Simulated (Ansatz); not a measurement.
Reaction (substitution at a C–C bond): `CC1(C=O)CO1` + `[OH][SnH3]` → `O=C[O][SnH3]` + `CC1CO1`

Isolated molecules relaxed with PBE0-D4/def2-TZVP in Ansatz; ΔE leaves out vibrations. CBS: MP2 limit from def2 TZ/QZ plus the TZ coupled-cluster correction, frozen cores. Functionals use def2-TZVPP. def2 core potentials past Kr. For Sn outer-core shells are correlated without core-valence functions, which leaves a few kJ/mol of doubt a bond. Each species was taken in one conformer, which may not be the lowest.

`CC1(C=O)CO1`:

```xyz
12

C     0.718    0.523    1.101
C     0.087   -0.033   -0.133
C     0.008   -1.516   -0.267
O     0.219   -2.285    0.628
C    -0.920    0.716   -0.901
O     0.398    0.597   -1.378
H     0.191    0.161    1.986
H     0.690    1.612    1.085
H     1.756    0.196    1.177
H    -0.264   -1.856   -1.289
H    -1.677    0.188   -1.477
H    -1.205    1.697   -0.530
```

`[OH][SnH3]`:

Z-matrix (Å, degrees):
```
Sn
O 1 1.970
H 1 1.709 2 108.5
H 1 1.698 2 103.1 3 119.8
H 1 1.709 2 108.5 3 -120.5
H 2 0.959 1 113.2 3 60.0
```

`O=C[O][SnH3]`:

```xyz
8

O    -1.131   -1.187    0.570
C     0.058   -1.348    0.754
O     0.969   -0.508    0.360
Sn    0.000    1.042   -0.580
H     0.465   -2.227    1.276
H    -0.980    1.841    0.549
H    -0.779    0.445   -1.961
H     1.397    1.941   -0.968
```

`CC1CO1`:

Cartesian coordinates in Å:
```
C 0.813 -0.211 -0.924
C -0.387 0.310 -0.198
C -0.687 -0.068 1.178
O -0.143 1.206 0.876
H 1.596 -0.489 -0.217
H 0.550 -1.089 -1.519
H 1.214 0.548 -1.600
H -1.227 0.606 -0.826
H -0.016 -0.749 1.698
H -1.715 -0.063 1.533
```

Problem. Is it downhill or uphill in electronic energy at CCSD(T)/CBS, and by how much? (An estimate is asked.)

Solution. The calculation gave: Downhill: ΔE = -0.62 eV.

Problem. What do these levels give: ωB97X-V, ωB97M-V, HF/def2-TZVPP, CCSD/def2-TZVPP, SCS-MP2/def2-QZVPP, CCSD/CBS(def2)? (Estimate.)

Solution. The calculation gave: ωB97X-V -0.69, ωB97M-V -0.68, HF/def2-TZVPP -0.71, CCSD/def2-TZVPP -0.63, SCS-MP2/def2-QZVPP -0.61, CCSD/CBS(def2) -0.61 eV.

Largest T1 diagnostic among the species: 0.017.

In def2-TZVPP, CCSD(T) changes the Hartree–Fock value by +0.07 eV (the triples alone add −0.01 eV) and MP2 by +0.08 eV.
